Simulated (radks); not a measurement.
The numbers below are computed, except where a source is named.
Species: Tb IV. Configuration: [Xe] 4f5 5d1 6s2 (not the ground configuration).

Level of theory: Dirac Kohn-Sham, PBE, spin-unpolarised, spherical densities, finite nucleus; open shells are shared between the two j in proportion to 2j + 1; Fermi nuclear charge, rms radius 5.06 fm (a radial shooting solver on a logarithmic mesh with Libxc functionals).

Energy parts (hartree):
| part | energy |
|---|---|
| total | -11713.9581 |
| kinetic | 12811.0543 |
| electron-nucleus | -28693.0348 |
| Hartree | 4422.3606 |
| exchange-correlation | -254.3381 |

Orbitals (lengths in bohr, moments of r in powers of bohr; r(max) is where P^2 peaks):
orbital,occ.,eigenvalue (hartree),<r^4>,r(max),<r^2>
1s1/2,2,-1905.823,1.064e-06,0.01364,0.0006317
2s1/2,2,-317.8669,0.0001677,0.07768,0.009833
2p1/2,2,-302.1885,0.0001035,0.05860,0.007127
2p3/2,4,-274.7640,0.0001372,0.06452,0.008358
3s1/2,2,-72.59823,0.006470,0.2201,0.06541
3p1/2,2,-65.77949,0.005865,0.2074,0.06083
3p3/2,4,-60.12114,0.007236,0.2198,0.06784
3d3/2,4,-48.36446,0.005203,0.1745,0.05400
3d5/2,6,-47.13157,0.005552,0.1780,0.05595
4s1/2,2,-16.37459,0.1539,0.5037,0.3260
4p1/2,2,-13.69091,0.1727,0.5070,0.3409
4p3/2,4,-12.39992,0.2114,0.5329,0.3773
4d3/2,4,-7.96539,0.2853,0.5375,0.4224
4d5/2,6,-7.72695,0.3038,0.5457,0.4360
4f5/2,2.14286,-2.40468,0.8478,0.5270,0.6310
4f7/2,2.85714,-2.36661,0.8793,0.5310,0.6423
5s1/2,2,-3.49432,4.074,1.129,1.684
5p1/2,2,-2.67538,5.915,1.207,2.004
5p3/2,4,-2.45351,7.304,1.271,2.227
5d3/2,0.4,-1.30413,21.40,1.538,3.681
5d5/2,0.6,-1.27692,22.82,1.563,3.803
6s1/2,2,-1.03583,102.8,2.586,8.575

The highest occupied level is 6s1/2 at -28.186 eV. Summed over all electrons, <r^2> = 48.67 bohr^2, which gives a Langevin (diamagnetic) susceptibility term of -38.5 x 10^-6 cm^3/mol. The density falls to 0.001 e/bohr^3 at r = 4.21 bohr.
